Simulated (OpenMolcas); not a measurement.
# Ions of charge +3 along the 3d row on the Zr site of Cs2ZrCl6

```
Program             : OpenMolcas 26.06
Method              : CASSCF
Spin-orbit coupling : state interaction with AMFI integrals over the reference wave functions
```

The d shell is active. Each dopant is a cluster with its nearest anions in model potentials and point charges, with no relaxation and no local charge compensation. Distances were set from a Shannon-type radius of the metal (high-spin where two are listed) plus a fixed donor radius (Cl 1.76 Å), in hosts weighted 0.65 to 0.35 with the host's distance in the model lattice. Ligand basis ANO-RCC-VDZP, DKH2 Hamiltonian. States (labels of O, the rotations of Oh). Energies in cm-1 above the lowest state or level, χT in cm3 K/mol; under a threefold ground state the first gap can be a small split of the lowest multiplet, not the spin-orbit step; 10Dq and B are least-squares fits to the states below 45000 cm-1, weighted by degeneracy, with a free offset, and given where the rms deviation is under 5 % of |10Dq| (or 100 cm-1) and under 700 cm-1. Spin-only χT is S(S+1) / 2 for the spin of the ground state.

```csv
Ion,Shell,R (Å),Metal basis,Ground state,First state of that spin,10Dq,B (rms of fit),First gap with spin-orbit (degeneracies),χT at 300 K,First state of another spin,Spin-only χT
Ti3+,3d1,2.435,ANO-RCC-VTZP,2T2,2E 12266,12266,,"217.1 (4, 2)",0.448,,0.375
V3+,3d2,2.416,ANO-RCC-VTZP,3T1,3T2 10309,11364,927 (208),"5.6 (2, 3)",0.907,1T2 13411,1.000
Cr3+,3d3,2.4,ANO-RCC-VTZP,4A2,4T2 11325,,,"11220 (4, 2)",1.829,2E 18967,1.875
Mn3+,3d4,2.419,ANO-RCC-VTZP,5E,5T2 11106,,,"8.1 (1, 3)",2.948,3T1 14970,3.000
Co3+,3d6,2.396,ANO-RCC-VTZP,5T2,5E 8156,,,"269.6 (3, 2)",4.192,3T1 15276,3.000
Ni3+,3d7,2.39,ANO-RCC-VTZP,4T1,4T2 6874,,,"457.4 (2, 4)",3.424,2E 15218,1.875
Cu3+,3d8,2.351,ANO-RCC-VTZP,3A2,3T2 7249,,,"6934 (3, 2)",1.371,1E 14415,1.000
```

Every ion keeps the highest spin of its shell. χT departs most from the spin-only value for Ni3+, by +1.549 cm3 K/mol.

Ligand-to-metal charge-transfer states are missing. An orbital triplet at a regular site is open to Jahn-Teller coupling, which can distort the site and quench the lowest spin-orbit gaps and is left out (holds for Ti3+; V3+; Co3+; Ni3+). With metal d orbitals alone and no dynamic correlation the field as a rule comes out too small, by tens of per cent, by up to half for chloride and softer ligands (holds for Ti3+; V3+; Cr3+; Mn3+). Without dynamic correlation the repulsion within the d shell is too large (B by tens of per cent), so at a given field states of lower spin stand too high (holds for V3+; Cr3+; Mn3+; Co3+; Ni3+; Cu3+). With no ligand orbital active B as a rule stays too high, so bands that hang on it stand too high and its fall with covalency is understated (holds for V3+; Cr3+; Mn3+; Co3+; Ni3+; Cu3+). An orbital doublet at a regular site is open to a Jahn-Teller distortion, which this geometry leaves out (holds for Mn3+). This shell can be high or low spin here, a state of another spin lies low, and with metal d orbitals alone active their balance is uncertain, so the ground spin may be wrong (holds for Mn3+). CASSCF with metal d orbitals alone favours high spin, so a ground state of lower spin is not ruled out (holds for Co3+; Ni3+). With metal d orbitals alone and no dynamic correlation the field as a rule comes out too small, by tens of per cent, by up to half for chloride and softer ligands, and with too little covalency χT stands high (holds for Co3+; Ni3+). The least metal-like active orbital is 78 % on the metal (Löwdin) and no ligand orbital is active, so the numbers are rough (holds for Cu3+). With metal d orbitals alone and no dynamic correlation the field as a rule comes out too small, by tens of per cent, by up to half for chloride and softer ligands, and the orbital part of g and χT, which goes as 1/10Dq, too large (holds for Cu3+). No measured value stands beside these numbers; the geometry was set by hand and not optimised.
